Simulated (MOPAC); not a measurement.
A run for MOPAC: PM7 on CoSb, 2S+1 = 5, a spin state set in the input, which need not be the lowest, a point of a bond scan (R = 2.682 Å).

```
PM7 1SCF PRECISE CHARGE=0 UHF MS=2 THREADS=1
CoSb

Co     0.00000000 1     0.00000000 1     0.00000000 1
Sb     0.00000000 1     0.00000000 1     2.68225500 1
```

It printed:

```
*******************************************************************************
 **                                                                           **
 **                              MOPAC v23.2.5                                **
 **                                                                           **
 *******************************************************************************
 ** MOPAC's Digital Object Identifier: https://doi.org/10.5281/zenodo.6511958 **
 **                                                                           **
 ** Please cite the open-source release paper for use of this MOPAC version:  **
 ** J. E. Moussa and J. J. P. Stewart (2026)                                  **
 ** MOPAC: An open-source semiempirical molecular orbital program             **
 ** J. Open Source Softw., 11(119), 8025, https://doi.org/10.21105/joss.08025 **
 *******************************************************************************

                              PM7 CALCULATION RESULTS

 *******************************************************************************
 *  PM7        - The PM7 Hamiltonian to be used
 *  UHF        - UNRESTRICTED HARTREE-FOCK CALCULATION
 *
 *
 *
 *                 CHARGE ON SYSTEM = 0
 *
 *
 *
 *  MS=        - IN MECI, MAGNETIC COMPONENT OF SPIN =  2.0
 *  PRECISE    - TIGHTER CRITERIA TO BE USED
 *  1SCF       - DO 1 SCF AND THEN STOP
 *  THREADS=1  - MULTI-THREADING NOT USED
 *  T=         - A TIME OF 172800.0 SECONDS REQUESTED
 *  DUMP=N     - RESTART FILE WRITTEN EVERY 7200.0 SECONDS REQUESTED
 *******************************************************************************
PM7 1SCF PRECISE CHARGE=0 UHF MS=2 THREADS=1
 CoSb

   ATOM   CHEMICAL          X               Y               Z
  NUMBER   SYMBOL      (ANGSTROMS)     (ANGSTROMS)     (ANGSTROMS)

     1      Co          0.00000000  *   0.00000000  *   0.00000000  *
     2      Sb          0.00000000  *   0.00000000  *   2.68225500  *



          CARTESIAN COORDINATES

    NO.       ATOM           X           Y           Z

     1        Co          0.0000      0.0000      0.0000
     2        Sb          0.0000      0.0000      2.6823

 General Reference for PM7:
 "Optimization of Parameters for Semiempirical Methods VI: More Modifications to the
 NDDO Approximations and Re-optimization of Parameters", J. J. P. Stewart, J. Mol. Mod., 1:32, 19 (2013)
 https://link.springer.com/article/10.1007/s00894-012-1667-x

           Empirical Formula: Co Sb  =     2 atoms



      MOLECULAR POINT GROUP   :   C*v


          UHF CALCULATION, NO. OF ALPHA ELECTRONS =    9
                           NO. OF BETA  ELECTRONS =    5

 -------------------------------------------------------------------------------
 PM7 1SCF PRECISE CHARGE=0 UHF MS=2 THREADS=1
 CoSb



     1SCF WAS SPECIFIED, SO BFGS WAS NOT USED
     SCF FIELD WAS ACHIEVED


                              PM7 CALCULATION
                                                       MOPAC v23.2.5 Linux




          FINAL HEAT OF FORMATION =         39.67542 KCAL/MOL =     166.00197 KJ/MOL


          COSMO AREA              =        116.99 SQUARE ANGSTROMS
          COSMO VOLUME            =        110.15 CUBIC ANGSTROMS

          IONIZATION POTENTIAL    =          8.772242 EV
          ALPHA SOMO LUMO (EV)    =         -8.879 -1.157
          BETA  SOMO LUMO (EV)    =         -8.772 -1.547
          NO. OF ALPHA ELECTRONS  =          9
          NO. OF BETA  ELECTRONS  =          5
          MOLECULAR WEIGHT        =        180.6832         POINT GROUP:  C*v

          MOLECULAR DIMENSIONS (Angstroms)

            Atom       Atom       Distance
           Sb     2   Co     1     2.68226
           Sb     2   Co     1     0.00000
           Co     1   Sb     2     0.00000


          SCF CALCULATIONS        =          1





   ATOM   CHEMICAL          X               Y               Z
  NUMBER   SYMBOL      (ANGSTROMS)     (ANGSTROMS)     (ANGSTROMS)

     1      Co          0.00000000  *   0.00000000  *   0.00000000  *
     2      Sb          0.00000000  *   0.00000000  *   2.68225500  *

                             CARTESIAN COORDINATES

   1   Co        0.000000000     0.000000000     0.000000000
   2   Sb        0.000000000     0.000000000     2.682255000


           Empirical Formula: Co Sb  =     2 atoms



      MOLECULAR POINT GROUP   :   C*v


          ALPHA EIGENVALUES
 -36.09850 -13.60859 -10.52416 -10.48408 -10.48408 -10.28999  -9.92433  -8.87888
  -8.87888  -1.15738  17.48147  17.48147  17.49388  17.49441  18.80762  53.97381
  53.98484  53.98484


           BETA EIGENVALUES
 -29.50556 -12.58150  -9.10217  -9.10217  -8.77224  -1.54668  -1.54668  -0.84285
   1.95061   2.08612  17.50049  17.51166  17.51409  17.51409  18.83404  54.48499
  54.72204  54.72204


              NET ATOMIC CHARGES AND DIPOLE CONTRIBUTIONS

  ATOM NO.   TYPE          CHARGE      No. of ELECS.   s-Pop       p-Pop       d-Pop
    1         Co          -0.328915        9.3289     1.46334     0.02177     7.84380
    2         Sb           0.328915        4.6711     1.97840     2.63086     0.06183
 DIPOLE           X         Y         Z       TOTAL
 POINT-CHG.     0.000     0.000     4.238     4.238
 HYBRID        -0.000    -0.000    -0.781     0.781
 SUM           -0.000    -0.000     3.456     3.456


          ATOMIC ORBITAL ELECTRON POPULATIONS

     Atom    s        px        py        pz      x^2-y^2     xz        z^2       yz        xy
    1 Co   1.46334   0.00207   0.00207   0.01764   1.99908   1.93908   0.96699   1.93908   0.99958
    2 Sb   1.97840   1.04952   1.04952   0.53182   0.00092   0.00934   0.04182   0.00934   0.00042


                    (SZ)    =    2.000000
                    (S**2)  =    6.000318


          ATOMIC ORBITAL SPIN POPULATIONS

    Atom   Total    s     px     py     pz   x^2-y^2  xz     z^2    yz     xy
         Atomic
    1 Co  2.0820  0.021  0.001  0.001 -0.001  0.000  0.052  0.955  0.052  1.000
    2 Sb  1.9180  0.003  0.947  0.947  0.023 -0.000 -0.001 -0.001 -0.001  0.000

 **********************
 *                    *
 * JOB ENDED NORMALLY *
 *                    *
 **********************




 == MOPAC DONE ==
```

The run finished.

Cost: around 0.020 core-seconds (rough).
